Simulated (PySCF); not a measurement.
## Ionisation energy of Br+ by level of theory

Br+ [Ar] 3d10 4s2 4p4 (3P) → Br(2+) [Ar] 3d10 4s2 4p3 (4S), as a difference of total energies. Calculation: PySCF 2.14, in ANO-RCC-VTZP (6s5p3d1f, 43 functions); the spin-free X2C one-electron Hamiltonian (Gaussian nucleus). Correlated levels: valence and next inner shell: [Ne] frozen. The calculations carry no spin-orbit coupling.

```tsv
method	ionisation energy (eV)
UHF	20.265
MP2 (valence and next inner shell)	21.016
SCS-MP2 (valence and next inner shell)	21.056
CCSD (valence and next inner shell)	21.112
CCSD(T) (valence and next inner shell)	21.143
```

Q: How much does correlation contribute at CCSD(T) (valence and next inner shell)?

A: 21.143 − (20.265) = 0.878 eV, measured against UHF.

Errors of the correlated levels include the incompleteness of this basis and the frozen core.

For comparison: 21.409 eV (measured; NIST levels, between the centres of gravity of the two terms).
